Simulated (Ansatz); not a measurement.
Caution, from a PySCF single point (PBE0-D3(BJ)/def2-TZVPD) at this geometry: the highest occupied level lies above zero, so the state may not be bound. This triplet lies within 0.05 eV of the relaxed singlet at the level B3LYP/aug-cc-pVTZ // PBE0-D3(BJ)/def2-TZVPD (Ansatz, a first-principles code).

Species: CHBN, SMILES `[BH-][N+]#[C-]` (near-degenerate triplet) (charge -1, multiplicity 3).

Question: Give a relaxed geometry from Ansatz with PBE0-D3(BJ)/def2-TZVPD.

Answer: the end point of this relaxation (outside a Z-matrix the atoms follow the SMILES, hydrogens last).
Cartesian coordinates (Å) in one orientation:
```xyz
4

B     -0.722     0.427    -0.259
N      0.592     0.030    -0.550
C      1.721    -0.235    -0.826
H     -1.591    -0.222     0.254
```
